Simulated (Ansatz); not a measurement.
Cost and result up the ladder for cis-Sn(PH3)2Cl4 (SnP₂H₆Cl₄) (13 atoms). Charge 0, multiplicity 1. Geometry: r2SCAN-D4/def2-SVP.

```xyz
13

Cl    1.855   -2.695   -0.480
Cl    2.780    0.126    1.785
Cl   -0.522   -1.379    1.936
Cl    1.659    0.749   -1.617
P    -0.070    1.871    1.044
P    -1.103   -1.221   -1.374
Sn    1.072   -0.594    0.301
H    -1.287    2.379    0.510
H     0.760    2.995    0.808
H    -0.344    2.047    2.424
H    -0.807   -1.409   -2.748
H    -2.266   -0.412   -1.507
H    -1.729   -2.458   -1.081
```

Ansatz on 4 threads of Arm Neoverse V2 on a shared host. Times are rough, and most runs start from the orbitals of an earlier one. ωB97M-V/def2-TZVP serves as the yardstick here, not as an exact answer. Differences are given only for rows in sets of like size (and for xTB, whose basis is part of the method), since another set adds its own error. Binding counts from free atoms at the same level (Cl doublet, P quartet, Sn triplet, H doublet; other spins of the atoms weren't run), without zero-point energy or a counterpoise term.

In the def2 sets Sn takes a core potential, while STO-3G treats all electrons; there is no spin–orbit coupling. Correlated methods freeze 34 core orbitals; core or outer-core shells of Sn are correlated, in sets that lack core-valence functions.

Correlated methods converge slowly with the basis.

```
                         level  functions  wall time
                     HF/STO-3G         87     0.85 s
               PBE-D4/def2-SVP        164      2.1 s
              PBE0-D4/def2-SVP        164      3.8 s
           revPBE-D4/def2-TZVP        308        5 s
PBE-D4/def2-TZVP (with forces)        308      6.5 s
                 MP2/def2-TZVP        308       11 s
             PBE0-D4/def2-TZVP        308       13 s
           r2SCAN-D4/def2-TZVP        308       13 s
          r2SCAN0-D4/def2-TZVP        308       18 s
             ωB97M-V/def2-TZVP        308       30 s
```

(1) Estimate what each level gives for the binding energy per atom (eV).

Answers

(1) 
| level | binding energy per atom (eV) | difference from ωB97M-V/def2-TZVP (eV) |
| --- | --- | --- |
| HF/STO-3G | 2.74 | – |
| PBE-D4/def2-SVP | 2.70 | – |
| PBE0-D4/def2-SVP | 2.65 | – |
| revPBE-D4/def2-TZVP | 2.65 | -0.05 |
| PBE-D4/def2-TZVP (with forces) | 2.71 | 0.00 |
| MP2/def2-TZVP | 2.55 | -0.16 |
| PBE0-D4/def2-TZVP | 2.67 | -0.04 |
| r2SCAN-D4/def2-TZVP | 2.70 | -0.01 |
| r2SCAN0-D4/def2-TZVP | 2.65 | -0.06 |
| ωB97M-V/def2-TZVP | 2.71 | 0.00 |
